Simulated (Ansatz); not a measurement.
`[CH3][Al]([OH])[Br]` and `[CH3][Al]([OH])[F]` differ in one element.

Ansatz, PBE0-D4/def2-TZVP geometries, multiplicity 1. Each molecule was computed in one conformer, which needn't be the lowest.

Scalar relativity is left out up to krypton.

```csv
property,`[CH3][Al]([OH])[Br]`
LUMO energy (PBE/def2-TZVPP) / eV,-1.17
LUMO energy (PBE0/def2-TZVPP) / eV,-0.36
LUMO energy (ωB97M-V/def2-TZVPP) / eV,1.18
HOMO–LUMO gap (PBE0/def2-TZVPP) / eV,7.98
HOMO–LUMO gap (ωB97M-V/def2-TZVPP) / eV,11.73
HOMO energy (ωB97M-V/def2-TZVPP) / eV,-10.55
```

Question: Give the same properties after the change, and the shifts. (Estimate.)

Answer: Computed: 
| property | `[CH3][Al]([OH])[F]` | shift |
| --- | --- | --- |
| LUMO energy (PBE/def2-TZVPP) / eV | -1.08 | 0.09 |
| LUMO energy (PBE0/def2-TZVPP) / eV | -0.25 | 0.11 |
| LUMO energy (ωB97M-V/def2-TZVPP) / eV | 1.25 | 0.07 |
| HOMO–LUMO gap (PBE0/def2-TZVPP) / eV | 8.68 | 0.70 |
| HOMO–LUMO gap (ωB97M-V/def2-TZVPP) / eV | 12.47 | 0.74 |
| HOMO energy (ωB97M-V/def2-TZVPP) / eV | -11.23 | -0.68 |

With PBE0 the HOMO falls by 0.60 eV and the LUMO rises by 0.11 eV, so the gap widens by about 0.71 eV. PBE moves the HOMO by -0.51 eV and ωB97M-V by -0.68 eV.

Spin–orbit coupling is left out; it splits and shifts lone-pair levels of the heavy atoms by tenths of an eV.
